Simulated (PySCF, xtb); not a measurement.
Sn(H)(Br)(NH2)2 (BrH₅N₂Sn), SMILES [NH2][SnH]([NH2])[Br].

GFN2-xTB in xtb at its own geometry gives an orbital gap of 3.49 eV and a dipole moment of 6.96 D.

Geometry: B3LYP-D3(BJ)/def2-SVP. The def2 effective core potentials stand for the cores of Sn; spin–orbit coupling is left out. The values are those of a single conformer.

Question: What does PBE/def2-TZVP (PySCF) give? (The exact figures need the calculation; the answer reports its results.)

Answer: gap 4.18 eV (levels -6.25 and -2.07 eV), dipole 1.31 D.
